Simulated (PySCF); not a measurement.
# LaSe₂⁻, singlet: structure and spectrum

Method: PBE0 in PySCF with La def2-SVPD with ECP46, Se def2-SVPD; scalar-relativistic core potentials, no spin–orbit coupling; density-fitted integrals.

The structure is a minimum.

```xyz
3
charge -1 multiplicity 1, angstrom
La    0.0000    0.0000   -0.7268
Se    2.3050    0.0000    0.6267
Se   -2.3050    0.0000    0.6267
```

```
Point group                                                                   : C2v
Bond lengths                                                                  : La–Se 2.673 Å (×2)
Bond angles                                                                   : Se–La–Se 119.2°
Dipole moment about the centre of mass                                        : 9.06 D
Entropy at 298.15 K and 1 bar                                                 : 332.1 J/(mol K)
Heat capacity Cp at 298.15 K                                                  : 56.2 J/(mol K)
Principal quadrupole moments (Buckingham, traceless) about the centre of mass : -52.54, 25.97, 26.56 D Å
Rotational symmetry number                                                    : 2
Principal polarisabilities                                                    : 123.7, 144.8, 248.6 bohr³
Lowest empty level                                                            : 1.17 eV
Rotational constants                                                          : 0.1238, 0.01985, 0.01711 cm⁻¹
Zero-point energy                                                             : 3.4 kJ/mol
Highest occupied level                                                        : -1.14 eV
Enthalpy at 298.15 K above 0 K                                                : 14.55 kJ/mol
```

Harmonic modes (masses in u: La 138.906, Se 79.917):
| symmetry | ω (cm⁻¹) | IR (km/mol) |
| --- | --- | --- |
| a1 | 64 | 2.6 |
| a1 | 249 | 7.2 |
| b2 | 260 | 129 |

In C2v the vibrations span 2a1 + b2. Here b1 is antisymmetric to the molecular plane and b2 lies in it.

Charges (e); Mulliken and Löwdin values are unreliable with diffuse functions:
```json
{"atom": "La1", "Mulliken": "0.86", "Löwdin": "0.26", "polar tensor": "1.31", "Mayer order to La1": "–"}
{"atom": "Se2,3", "Mulliken": "-0.93", "Löwdin": "-0.63", "polar tensor": "-1.16", "Mayer order to La1": "1.69"}
```

Mulliken populations on La1 (electrons outside its core potential): s 2.24, p 6.05, d 1.77, f 0.08.

Outer orbital energies (eV). occupied: -11.87, -11.59, -2.35, -2.03, -1.89, -1.64, -1.60, -1.14; empty: 1.17, 2.09, 2.18, 2.89.

Formally La is in oxidation state +3, with 0 electrons left for the f, d and s shells; the Mulliken f population is 0.08.

Stability towards spin polarisation was not tested. Other isomers or separated fragments may lie lower. The lowest empty level of this anion is unbound, so it and the gap depend on the basis.

The final relaxation and frequency run took of the order of 5 core-minutes on a shared host.
